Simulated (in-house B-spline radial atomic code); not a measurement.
Cr. Computed with a B-spline radial atomic code. Model: non-relativistic spherical atom: semilocal Troullier-Martins pseudo-atom, one channel per l, against all electrons, high spin, G0W0 and RPA with empty states to l = 8, local potential for every l without a channel, a model core (radius 0 = none) keeps its share of the functional.

What the tables leave out is listed at the end.

The pseudopotential gives back the lowest level of each angular momentum of its own functional in the configuration it was made in; a second state of the same l is only approximately right. Exact exchange, RPA and GW see the smooth pseudo-orbitals and miss the exchange with the core, for which the functional's share stands in. The column with an uncorrelated core keeps all orbitals and exact exchange, and so separates missing core correlation from pseudisation. Only the three outermost levels and the lowest empty one were computed. RPA here is direct RPA, with no exchange kernel, and its energies carry an (l + 1/2)⁻⁴ tail. A hybrid on a potential with a model core restores only its own semilocal share of the core's exchange.

Command:
```bash
python run_psgw.py task.json out
```
Settings (lengths in bohr, energies in hartree):
```
Z                      24
electrons              24
configuration          [Ar] 3d5 4s1
generated_in           [Ar] 3d5 4s1
functional             lda,vwn
core_shells            3
radius_factor          0.8
core_correction        False
ion_configuration      [Ar] 3d5
```

Run time, properties included: 75 s on 1 thread of Intel(R) Xeon(R) Platinum 8259CL CPU @ 2.50GHz (Skylake/Cascade Lake), on a shared host.

Given: made with LDA VWN5; model core radius 0 bohr; local radius 0.82 bohr; mean-field start PBE0.

Valence shells of the generating configuration: 3s, 3p, 4s, 3d.

Channel: s 0.626, p 0.638, d 1.92 (radii in bohr).

Computed: largest level miss in the spin-unpolarised generating configuration 0.068 eV; valence RPA correlation energy all-electron orbitals -0.83437 hartree; valence RPA correlation energy pseudo -0.82458 hartree; pseudo-atom RPA polarisability 43.048 bohr³; ionisation by mean-field all-electron 6.9264 eV; ionisation by mean-field pseudo minus all -0.015 eV; ionisation by RPA pseudo minus all 0.034 eV.

```
level  occupied  mean-field all-electron (eV)  mean-field pseudo minus all (eV)  G0W0 all-electron (eV)  G0W0 uncorrelated core minus all (eV)  G0W0 pseudo minus all (eV)  exchange self-energy all-electron (eV)  exchange self-energy pseudo (eV)
4s up         1                       -4.8496                             0.014                 -7.1889                                  0.007                      -0.005                                 -9.7467                           -9.3881
```

Q: What is the all-electron RPA polarisability, core included?

A: 43.227 bohr³.

Q: What is the ionisation by RPA all-electron?

A: 7.1765 eV.

Given: mean-field start Hartree-Fock.

Computed: valence RPA correlation energy all-electron orbitals -0.71486 hartree; valence RPA correlation energy pseudo -0.70816 hartree; ionisation by mean-field all-electron 5.9017 eV; ionisation by mean-field pseudo minus all 0.011 eV; ionisation by RPA all-electron 6.7917 eV; ionisation by RPA pseudo minus all 0.027 eV.

```
  level  occupied  mean-field all-electron (eV)  mean-field pseudo minus all (eV)  G0W0 all-electron (eV)  G0W0 uncorrelated core minus all (eV)  G0W0 pseudo minus all (eV)  exchange self-energy all-electron (eV)  exchange self-energy pseudo (eV)
  4s up         1                       -6.0422                             -0.01                  -6.815                                  0.006                      -0.017                                 -8.7077                           -8.4548
  3d up         1                       -10.169                            -0.187                 -9.1246                                  0.089                      -0.112                                 -33.629                           -31.874
3p down         1                       -50.065                             0.077                 -47.852                                  0.135                      -0.049                                 -40.779                           -36.328
```

Q: What is the pseudo-atom RPA polarisability?

A: 33.91 bohr³.

Q: What is the all-electron RPA polarisability, core included?

A: 34.084 bohr³.

Among the listed levels the largest G0W0 shift of the pseudo-atom is -0.11 eV, for 3d up on the Hartree-Fock start, while leaving the core uncorrelated moves that level by +0.09 eV. The rest, -0.20 eV, comes from pseudisation and the lost core exchange. Not in the tables (levels of low weight, unsolved or above zero; the highest and the empty levels are kept at any weight): on LDA, a start not tabulated, the G0W0 levels 3d up (pseudo minus all -0.20 eV, weights 0.51 and 0.53), 4s up (pseudo minus all -0.07 eV, weights 0.79 and 0.79), 3p down (pseudo minus all -1.09 eV, weights 0.00 and 0.44), 4s down (pseudo minus all -0.02 eV, weights 0.82 and 0.82); on PBE0 the G0W0 levels 3d up (pseudo minus all -0.10 eV, weights 0.71 and 0.70), 3p down (pseudo minus all +0.04 eV, weights 0.64 and 0.66), 4p up (pseudo minus all -0.01 eV, weights 0.94 and 0.94).
